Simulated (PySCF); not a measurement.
NICS in one family of compounds.

NICS is the negative of the GIAO shielding at a point without a nucleus: at the ring centre (0) and 1 Å above and below it (1); zz is the component along the ring normal. Level: GIAO PBE0/pcSseg-1 (PySCF, non-relativistic, gas phase) on the GFN2-xTB geometries, one conformer each. Atom numbers follow the mapped SMILES.

Question: Order these rings by mean NICS(1)zz, lowest (most negative) first (ppm).
A. ring C3–N4–N5–C6–O8 in `[CH2:1]=[CH:2][c:3]1[n:4][n:5][c:6]([CH3:7])[o:8]1`
B. ring C3–N4–N5–C6–O11 in `[CH3:1][O:2][c:3]1[n:4][n:5][c:6]([C:7]([F:8])([F:9])[F:10])[o:11]1`
C. ring C3–N4–N5–C6–O11 in `[O:1]=[CH:2][c:3]1[n:4][n:5][c:6]([C:7]([F:8])([F:9])[F:10])[o:11]1`
D. ring C2–N3–N4–C5–O10 in `[CH3:1][c:2]1[n:3][n:4][c:5]([C:6]([F:7])([F:8])[F:9])[o:10]1`

Answer: C (-28.1), D (-26.6), A (-24.0), B (-22.4).

```json
{"SMILES": "O=Cc1nnc(C(F)(F)F)o1", "ring": "5-membered ring with 2 N and O; formal bonds all aromatic", "NICS(0)": "-10.7", "NICS(1)": "-11.4", "NICS(1)zz": "-28.1", "HOMA": "0.57", "rms pucker (Å)": "0.00", "ring atoms with four or more neighbours": "0"}
{"SMILES": "Cc1nnc(C(F)(F)F)o1", "ring": "5-membered ring with 2 N and O; formal bonds all aromatic", "NICS(0)": "-10.0", "NICS(1)": "-10.6", "NICS(1)zz": "-26.6", "HOMA": "0.45", "rms pucker (Å)": "0.00", "ring atoms with four or more neighbours": "0"}
{"SMILES": "C=Cc1nnc(C)o1", "ring": "5-membered ring with 2 N and O; formal bonds all aromatic", "NICS(0)": "-8.5", "NICS(1)": "-9.7", "NICS(1)zz": "-24.0", "HOMA": "0.40", "rms pucker (Å)": "0.00", "ring atoms with four or more neighbours": "0"}
{"SMILES": "COc1nnc(C(F)(F)F)o1", "ring": "5-membered ring with 2 N and O; formal bonds all aromatic", "NICS(0)": "-9.2", "NICS(1)": "-9.1", "NICS(1)zz": "-22.4", "HOMA": "0.42", "rms pucker (Å)": "0.00", "ring atoms with four or more neighbours": "0"}
```

NICS(0) gives another order. The isotropic NICS(1) gives the same order. Over the 4 rings with a HOMA value its correlation coefficient with NICS(1)zz is -0.84. HOMA uses Krygowski's 1993 parameters. NICS(1) and NICS(1)zz are means over the two faces.
